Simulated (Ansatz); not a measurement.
Program: Ansatz. Geometries: PBE0-D4/def2-TZVP. ΔE: electronic, gas phase. CCSD(T)/CBS is the MP2 limit (def2-TZVPP, def2-QZVPP) plus CCSD(T) − MP2 in def2-TZVPP, frozen cores. This one scheme is used for every species. Functionals use def2-TZVPP. B3LYP here is the variant with VWN-RPA as its local correlation; programs differ in this. HSE06 is defined as in plane-wave codes. For Br outer-core shells are correlated without core-valence functions, which leaves a few kJ/mol of doubt a bond. Scalar relativity is left out up to krypton. Each species was taken in one conformer, which may not be the lowest.

`BB(F)OC` + HBr → `COB(F)Br` + BH₃  (cleavage of the B–B bond)

```tsv
level	ΔE (kJ/mol)	difference from CCSD(T)/CBS
revPBE-D4	-87.7	7.2
CAM-B3LYP-D4	-90.1	4.8
PBE	-84.2	10.7
BLYP	-85.1	9.8
PBE0	-88.5	6.4
B3LYP	-88.7	6.2
HSE06	-88.7	6.2
CAM-B3LYP	-88.5	6.4
SCS-MP2/def2-QZVPP	-101.2	-6.3
MP2/CBS(def2)	-105.9	-11.0
CCSD(T)/CBS	-94.9	0
```

Largest T1 diagnostic among the species: 0.013.

The D4 term adds −3.1 kJ/mol with B3LYP and −1.5 kJ/mol with PBE0; it sums over pairs of atoms, weighted by their polarisabilities, and B3LYP, whose exchange is more repulsive, gets the larger term. Leaving LDA and LC-ωPBE aside and taking each functional with its dispersion term where it has one, the values, not all of them listed here, spread over 10.9 kJ/mol, from PBE-QIDH to PBE-D4.
